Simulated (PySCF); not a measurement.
From one molecule to another.

First species: C4H9ClO2Si.
Structure used (GFN2-xTB), in Å, numbered top down from 1:
```xyz
17
C4H9ClO2Si angstrom
C     -0.2052   -1.5865   -0.7424
C     -0.5587   -0.1190   -0.6024
Si    -1.4886    0.2795    1.0355
Cl    -1.7548    0.2804   -1.9031
C      0.6600    0.7632   -0.8695
C      1.6603    0.6259    0.2439
O      2.7485    0.1272    0.1701
O      1.1803    1.1379    1.3880
H      0.5313   -1.8571    0.0125
H      0.2178   -1.7985   -1.7241
H     -1.0873   -2.2078   -0.6043
H     -2.8197   -0.3016    0.8637
H     -1.5620    1.7271    1.1764
H     -0.8314   -0.3839    2.1602
H      0.3466    1.8077   -0.9145
H      1.1384    0.4873   -1.8118
H      1.8176    1.0302    2.1117
```

Second species: C₄H₇FN₂Si.
InChI=1S/C4H7FN2Si/c1-3-4(5)2-6-7(3)8/h2H,1,8H3

Levels: CAM-B3LYP/def2-SVPD for dipole moment, HOMO energy, LUMO energy, HOMO–LUMO gap, static isotropic polarisability and electronic spatial extent ⟨r²⟩ about the centre of nuclear charge; TDDFT CAM-B3LYP/def2-SVPD for lowest singlet excitation; TDA CAM-B3LYP/def2-SVPD for lowest triplet excitation (Tamm–Dancoff); GFN2-xTB for rotational constant A and rotational constant C. Geometries: GFN2-xTB. Each species is one conformer at its optimised geometry, gas phase, non-relativistic unless stated; the electronic structure was computed with PySCF and density fitting.

The conformers computed, where there is a choice (atom-mapped SMILES and torsion angles):
- `[CH3:1][C@:2]([SiH3:3])([Cl:4])[CH2:5][C:6](=[O:7])[OH:8]`: C1–C2–C5–C6 -70°, C2–C5–C6–O7 112°, H–O8–C6–C5 179°

```tsv
property	column X	column Y
dipole moment	1.81 D	2.71 D
HOMO energy	-9.51 eV	-8.20 eV
LUMO energy	0.45 eV	0.92 eV
HOMO–LUMO gap	9.96 eV	9.12 eV
lowest singlet excitation	5.72 eV	6.29 eV
lowest triplet excitation (Tamm–Dancoff)	5.21 eV	4.38 eV
static isotropic polarisability	94.3 au	83.6 au
electronic spatial extent ⟨r²⟩ about the centre of nuclear charge	1434 bohr²	1174 bohr²
rotational constant A	2.075 GHz	3.349 GHz
rotational constant C	0.846 GHz	0.947 GHz
```

Which column belongs to which species?

Column X is the first species and column Y the second. The first has 17 atoms and 80 electrons, the second 15 and 68.

How does each property change from the first species to the second?

dipole moment +0.90 D; HOMO energy +1.31 eV; LUMO energy +0.47 eV; HOMO–LUMO gap -0.84 eV; lowest singlet excitation +0.57 eV; lowest triplet excitation (Tamm–Dancoff) -0.83 eV; static isotropic polarisability -10.7 au; electronic spatial extent ⟨r²⟩ about the centre of nuclear charge -260 bohr²; rotational constant A +1.274 GHz; rotational constant C +0.101 GHz.

On the first: The vertical singlet–triplet gap S1 − T1 is 0.51 eV (TDDFT singlet less Tamm–Dancoff triplet; S1: HOMO−1→LUMO, weight 0.45; T1: HOMO−1→LUMO, weight 0.44). The principal polarisabilities are 81.9, 96.0 and 105.1 au; their mean is the isotropic value.

On the second: No computed singlet falls in the visible range (750 to 380 nm, 1.65 to 3.26 eV); S1 lies 3.03 eV above its blue end. The principal polarisabilities are 60.6, 89.2 and 101.0 au; their mean is the isotropic value.
